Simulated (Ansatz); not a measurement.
Gas-phase electronic energies from Ansatz, PBE0-D4/def2-TZVP geometries. CCSD(T)/CBS adds triple-zeta CCSD(T) − MP2 to the extrapolated MP2 energy (def2 sets, frozen cores). DFT in def2-TZVPP. Elements past krypton have def2 core potentials. For Cd, Sb outer-core shells are correlated without core-valence functions, which leaves a few kJ/mol of doubt a bond. One conformer a species, not always the lowest.

Reaction (redistribution): `[SiH3][O][Cd][Cl]` + `C[CH](N)[SbH2]` → `N[CH]([SiH3])[SbH2]` + `C[O][Cd][Cl]`

`[SiH3][O][Cd][Cl]`:

```xyz
7

Si   -0.465   -0.676    0.957
O     0.187   -0.566   -0.529
Cd    0.792    0.894   -1.675
Cl    1.519    2.505   -3.077
H    -1.755    0.069    1.054
H    -0.721   -2.108    1.267
H     0.442   -0.117    2.003
```

`C[CH](N)[SbH2]`:

Cartesian coordinates in Å:
```
C -1.079 -0.494 0.439
C 0.174 0.354 0.460
N 1.286 -0.409 0.983
Sb 0.629 1.239 -1.525
H -1.945 0.082 0.110
H -1.276 -0.891 1.440
H -0.968 -1.342 -0.244
H 0.020 1.215 1.116
H 2.131 0.142 1.060
H 1.489 -1.213 0.401
H -0.986 1.611 -1.958
H 0.525 -0.294 -2.282
```

`N[CH]([SiH3])[SbH2]`:

Z-matrix (Å, degrees):
```
C
Si 1 1.885
Sb 1 2.180 2 110.5
N 1 1.461 2 114.1 3 -126.0
H 1 1.097 2 109.0 3 112.0
H 2 1.491 1 109.1 3 179.3
H 2 1.489 1 109.2 3 61.5
H 2 1.490 1 112.6 3 -59.7
H 3 1.713 1 92.1 2 -74.4
H 3 1.708 1 92.9 2 -165.7
H 4 1.013 1 111.0 2 68.5
H 4 1.015 1 111.1 2 -50.9
```

`C[O][Cd][Cl]`:

Cartesian coordinates in Å:
```
C 0.022 -1.071 0.474
O 0.829 0.051 0.241
Cd 0.165 1.657 -0.670
Cl -0.451 3.576 -1.702
H -0.847 -0.855 1.111
H -0.348 -1.538 -0.449
H 0.629 -1.820 0.996
```

```json
{"species": "`[SiH3][O][Cd][Cl]`", "B2PLYP energy (Eh)": "-994.25629"}
{"species": "`C[CH](N)[SbH2]`", "B2PLYP energy (Eh)": "-375.72411"}
{"species": "`N[CH]([SiH3])[SbH2]`", "B2PLYP energy (Eh)": "-627.00798"}
{"species": "`C[O][Cd][Cl]`", "B2PLYP energy (Eh)": "-742.90115"}
```

Task: Work out ΔE.

Result: ΔE = (-627.00798) + (-742.90115) − (-994.25629) − (-375.72411) = 0.07127 Eh = +187.1 kJ/mol. CCSD(T)/CBS gives +187.8 kJ/mol.

Largest T1 diagnostic among the species: 0.016.

From PBE to PBE0 (25 % exact exchange), in def2-TZVPP and without D4, ΔE moves by +11.1 kJ/mol. In def2-TZVPP, CCSD(T) changes the Hartree–Fock value by −17.4 kJ/mol (the triples alone add −3.2 kJ/mol) and MP2 by −10.2 kJ/mol.
